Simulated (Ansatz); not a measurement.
Geometry optimisation, RKS r2SCAN/def2-SVP in Ansatz 0.2.0.

input.yaml

```yaml
crystal:
  periodic: [false, false, false]
  atoms:
    - { symbol: O, position_ang: [-1.1257, 0.3314, 1.9651] }
    - { symbol: C, position_ang: [-0.2217, 0.494, 0.9739] }
    - { symbol: C, position_ang: [-0.2813, -0.2814, -0.1257] }
    - { symbol: O, position_ang: [-1.1944, -1.21, -0.2375] }
    - { symbol: Si, position_ang: [1.0041, -0.1914, -1.4942] }
    - { symbol: H, position_ang: [-0.9737, 1.0438, 2.6489] }
    - { symbol: H, position_ang: [0.5513, 1.2615, 1.1824] }
    - { symbol: H, position_ang: [-1.7752, -1.0994, 0.5666] }
    - { symbol: H, position_ang: [1.67139, -1.5549, -1.58545] }
    - { symbol: H, position_ang: [2.00347, 0.80703, -1.1553] }
    - { symbol: H, position_ang: [0.35624, 0.09733, -2.78218] }
basis:
  gaussian: { orbitals: def2-SVP }
hamiltonian:
  xc: r2scan
relax:
  f_tol: 0.015
  max_steps: 40
output:
  orbitals: {}
```

Command:

```bash
$ ansatz run input.yaml --threads 2 --pin off --max-ram 3072MiB --backend cpu --events-out ev --progress --plain --runs-dir out
```

Problem. Where does it end, and by what steps?

Solution. It converged. After 6 steps the energy has fallen by 0.229 eV; H7 moved furthest, 0.07 Å.

```
step  energy less start (eV)  largest force component (eV/Å)  accepted
   0                  0.0000                           2.831       yes
   1                 -0.2032                           0.852       yes
   2                 -0.2258                           0.184       yes
   3                 -0.2279                           0.070       yes
   4                 -0.2284                           0.043       yes
   5                 -0.2285                           0.016       yes
   6                 -0.2286                           0.003       yes
```

```xyz
11
Properties=species:S:1:pos:R:3
O -1.145 0.377 1.963
C -0.183 0.509 0.994
C -0.246 -0.295 -0.091
O -1.250 -1.217 -0.227
Si 1.005 -0.227 -1.478
H -1.005 1.034 2.655
H 0.604 1.255 1.136
H -1.819 -1.138 0.556
H 1.708 -1.536 -1.635
H 1.998 0.836 -1.138
H 0.348 0.100 -2.779
```

Run time: 15 s on 2 threads of Intel(R) Xeon(R) Platinum 8488C (Sapphire Rapids) (shared host), peak memory 0.18 GiB.
